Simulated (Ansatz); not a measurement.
Born–Oppenheimer molecular dynamics of C$_{2}$H$_{9}$NSi (13 atoms, charge 0, multiplicity 1). It goes on from the last frame of an earlier run, with new velocities.

Level of theory: RKS B3LYP/6-31G* in Ansatz.

```
ensemble                      : NVE (velocity Verlet)
time step                     : 0.5 fs
steps asked                   : 150
starting velocities drawn for : 500 K
seed                          : 661598
```

First frame:

```xyz
13
Properties=species:S:1:pos:R:3
Si -0.013 -0.275 -0.007
N 0.010 -0.169 1.706
C -1.030 -0.584 2.617
H -1.890 -1.081 1.999
H -0.745 -1.393 3.207
H -1.406 0.315 3.251
C 1.150 0.434 2.357
H 1.539 -0.256 3.143
H 1.983 0.498 1.772
H 0.871 1.377 2.827
H 1.361 0.026 -0.510
H -0.965 0.689 -0.797
H -0.432 -1.536 -0.491
```

(1) How far do the bonds stretch over the last three quarters of this one trajectory? (Pairs bonded in most of those frames.)

Answers

(1) 
```
   bond  mean (Å)  spread (Å)  shortest  longest
 Si1–N2     1.741       0.018      1.70     1.76
Si1–H11     1.498       0.018      1.47     1.53
Si1–H12     1.501       0.056      1.42     1.59
Si1–H13     1.515       0.078      1.39     1.64
  N2–C3     1.457       0.015      1.43     1.48
  N2–C7     1.461       0.024      1.43     1.50
  C3–H4     1.111       0.068      1.01     1.21
  C3–H5     1.109       0.033      1.05     1.17
  C3–H6     1.108       0.050      1.02     1.18
  C7–H8     1.107       0.014      1.07     1.14
  C7–H9     1.112       0.066      1.01     1.20
 C7–H10     1.102       0.011      1.08     1.12
```

Mean temperature of the second half: 481 K. The conserved energy stayed within 0.52 meV per atom of its start (net change -0.33 meV per atom), so the integration is sound. A run of 0.075 ps of so small a system gives no equilibrium averages.

Run time: 9.2 min on 1 thread of Arm Neoverse V2, with other jobs on the host, peak memory 0.16 GiB.
